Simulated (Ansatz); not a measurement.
The same ligand exchange along the group F, Cl, Br.

Program: Ansatz. Geometries: PBE0-D4/def2-TZVP. ΔE: electronic, gas phase. CCSD(T)/CBS is the MP2 limit (def2-TZVPP, def2-QZVPP) plus CCSD(T) − MP2 in def2-TZVPP, frozen cores. This one scheme is used for every species. DFT in def2-TZVPP. For Br, Ge outer-core shells are correlated without core-valence functions, which leaves a few kJ/mol of doubt a bond. Scalar relativity is left out up to krypton. One conformer a species, not always the lowest.

```json
{"reaction": "`F[CH2][GeH3]` + `O[SiH](O)O` → `O[SiH](O)[O][GeH3]` + `CF`", "CCSD/CBS(def2) (kJ/mol)": "-68", "ωB97M-V (kJ/mol)": "-65", "ωB97X-V (kJ/mol)": "-68"}
{"reaction": "`Cl[CH2][GeH3]` + `O[SiH](O)O` → `O[SiH](O)[O][GeH3]` + `CCl`", "CCSD/CBS(def2) (kJ/mol)": "-57", "ωB97M-V (kJ/mol)": "-58", "ωB97X-V (kJ/mol)": "-61"}
{"reaction": "`[GeH3][CH2]Br` + `O[SiH](O)O` → `O[SiH](O)[O][GeH3]` + `CBr`", "CCSD/CBS(def2) (kJ/mol)": "-54", "ωB97M-V (kJ/mol)": "-56", "ωB97X-V (kJ/mol)": "-59"}
```

(1) Give the CCSD(T)/CBS values in the same order. (Estimate.)

Largest T1 diagnostic: 0.012, for `O[SiH](O)[O][GeH3]`.

Answers

(1) The calculation gave: -67, -55, -52 kJ/mol.
